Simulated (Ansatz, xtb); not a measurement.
# Relative energy of two isomers of C4H2F3NO

Structure I: `FC(F)(F)c1cnco1`, a singlet. Structure II: `Fc1ncoc1C(F)F`, a singlet. Both are isolated molecules in the gas phase, relaxed with B3LYP/def2-SVP; each stands in its lowest conformer found.

Q: Which of the two would you expect CCSD(T)/def2-SVP + ΔMP2/def2-TZVPP electronic energies to favour?

A: Structure I; the calculation gives E(II) − E(I) = +13.7 kcal/mol.

The same difference at several levels:

```csv
level,geometry,E(II) − E(I) (kcal/mol),departure from the last row (kcal/mol),"job, with rough time for the two"
GFN2-xTB,GFN2-xTB,+4.6,−9.1,"optimisation, 0.13 s"
HF/STO-3G,GFN2-xTB,+8.0,−5.7,"single point, 0.4 s"
r2SCAN-D4/def2-SVP,GFN2-xTB,+14.4,+0.7,"single point, 4.3 s"
B3LYP/def2-SVP,B3LYP/def2-SVP,+13.3,−0.4,"optimisation, 33 s"
HF/def2-SVP,B3LYP/def2-SVP,+15.2,+1.4,part of the CCSD(T) run
MP2/def2-SVP,B3LYP/def2-SVP,+16.5,+2.8,part of the CCSD(T) run
CCSD(T)/def2-SVP,B3LYP/def2-SVP,+15.9,+2.2,single point
CCSD(T)/def2-SVP + ΔMP2/def2-TZVPP,B3LYP/def2-SVP,+13.7,,"single point, 99 s"
```

As drawn, both hold the same kinds of bond in the same numbers.

The levels shown agree on the order. The largest departure from CCSD(T)/def2-SVP + ΔMP2/def2-TZVPP is that of GFN2-xTB, 9.1 kcal/mol. The last row adds to CCSD(T) the change of the MP2 difference between the two basis sets, here −2.2 kcal/mol.

With thermal terms from frequencies at re-optimised GFN2-xTB minima (ideal gas, soft modes damped towards free rotors, one conformer each, 298.15 K, 1 atm): on the last row, ΔE + ΔZPE = +14.0, ΔH = +14.0, ΔG = +13.8 kcal/mol.

The correlated steps freeze 9 core orbitals. Run with Ansatz 0.2.0, xtb 6.7.1; the last row on 4 threads of Arm Neoverse V1 on a shared host.
